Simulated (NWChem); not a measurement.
# C$_{5}$H$_{9}$O, doublet; SMILES CC(C)C[C]=O

Program: NWChem. Pople sets run with spherical d functions. Spin-unrestricted. No stability test was run on the SCF state. Each level has its own optimisation. Brackets give each atom's bonded neighbours. One conformer.

```json
[
 {"level": "UHF/6-31G*", "r C–C [C(CCCH)–C(CHHH)] (Å)": "1.531", "r C–C [C(CCCH)–C(CCHH)] (Å)": "1.537", "r C–H [C(CCCH)–H(C)] (Å)": "1.086", "r C–C [C(CCHH)–C(CO)] (Å)": "1.517", "dipole (D)": "2.74"},
 {"level": "B3LYP/3-21G", "r C–C [C(CCCH)–C(CHHH)] (Å)": "1.543", "r C–C [C(CCCH)–C(CCHH)] (Å)": "1.551", "r C–H [C(CCCH)–H(C)] (Å)": "1.098", "r C–C [C(CCHH)–C(CO)] (Å)": "1.523", "dipole (D)": "2.51"},
 {"level": "PBE0/def2-SVP", "r C–C [C(CCCH)–C(CHHH)] (Å)": "1.525", "r C–C [C(CCCH)–C(CCHH)] (Å)": "1.533", "r C–H [C(CCCH)–H(C)] (Å)": "1.105", "r C–C [C(CCHH)–C(CO)] (Å)": "1.503", "dipole (D)": "2.51"}
]
```
